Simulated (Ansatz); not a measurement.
This geometry of CH₆N₂OSi (11 atoms, charge 0, multiplicity 1) is a first-order saddle point.

All numbers below come from Ansatz, RKS PBE-D4/def2-SVP.

```xyz
11
Properties=species:S:1:pos:R:3
N 0.845 1.162 0.672
C 0.493 -0.092 0.167
O 1.620 -0.911 0.205
N -0.775 -0.621 0.515
Si -0.965 -0.234 -1.207
H 1.831 1.390 0.775
H 0.164 1.695 1.205
H 1.368 -1.743 -0.238
H -1.221 -0.400 1.417
H -1.702 1.055 -1.486
H -1.594 -1.358 -2.003
```

(1) Which two structures does it join? (They come from a converged band through this point; their orientation in space is the band's.)

(2) How far does it lie above each of them?

Results:

(1) No bond is made or broken. The height of N1 over the plane of its neighbours goes from -0.41 to 0.35 Å.

Image 0:

```xyz
11
Properties=species:S:1:pos:R:3
N 0.653 1.227 0.694
C 0.405 -0.069 0.138
O 1.516 -0.923 0.243
N -0.858 -0.708 0.495
Si -0.964 -0.129 -1.183
H 1.360 1.714 0.130
H 1.084 1.100 1.625
H 1.144 -1.827 0.277
H -1.364 -0.313 1.297
H -1.775 1.093 -1.499
H -1.135 -1.223 -2.194
```

Image 6:

```xyz
11
Properties=species:S:1:pos:R:3
N 0.823 1.063 0.904
C 0.490 -0.134 0.214
O 1.598 -0.971 0.241
N -0.784 -0.709 0.485
Si -0.908 -0.137 -1.195
H 1.784 1.358 0.700
H 0.180 1.831 0.685
H 1.241 -1.872 0.129
H -1.256 -0.483 1.371
H -1.657 1.167 -1.360
H -1.446 -1.170 -2.153
```

(2) 0.150 eV above the first and 0.144 eV above the second. This is the barrier of this one path; another mechanism may lie lower.

The run took 3.2 min on 2 threads of Arm Neoverse V1, with other jobs on the host, peak memory 0.14 GiB.
